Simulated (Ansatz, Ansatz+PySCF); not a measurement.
```xyz
18

C     1.4600    0.0000    0.2300
C     0.7300    1.2644   -0.2300
C    -0.7300    1.2644    0.2300
C    -1.4600    0.0000   -0.2300
C    -0.7300   -1.2644    0.2300
C     0.7300   -1.2644   -0.2300
H     1.5319    0.0000    1.3176
H     2.4722    0.0000   -0.1745
H     0.7660    1.3267   -1.3176
H     1.2361    2.1410    0.1745
H    -1.2361    2.1410   -0.1745
H    -0.7660    1.3267    1.3176
H    -1.5319    0.0000   -1.3176
H    -2.4722    0.0000    0.1745
H    -1.2361   -2.1410   -0.1745
H    -0.7660   -1.3267    1.3176
H     1.2361   -2.1410    0.1745
H     0.7660   -1.3267   -1.3176
```

Basis set: def2-SVP (spherical functions). Correlated methods keep 6 orbitals frozen. Charge 0, multiplicity 1.

Computed with Ansatz (development build ahead of 0.2.0); each method stands on the lowest determinant of its kind that the runs found. Restricted open shells among the atoms or ions are ROHF, correlated in semicanonical orbitals with singles.

The atomization energy at this shape (free ground-state atoms in the same class of orbitals less the molecule, no zero-point energy) of singlet C6H12:

| method | atomization energy |
| --- | --- |
| RHF-MP2 | 1716.21 kcal/mol |

**Question.** What does RHF give?

**Answer.** 1382.10 kcal/mol.
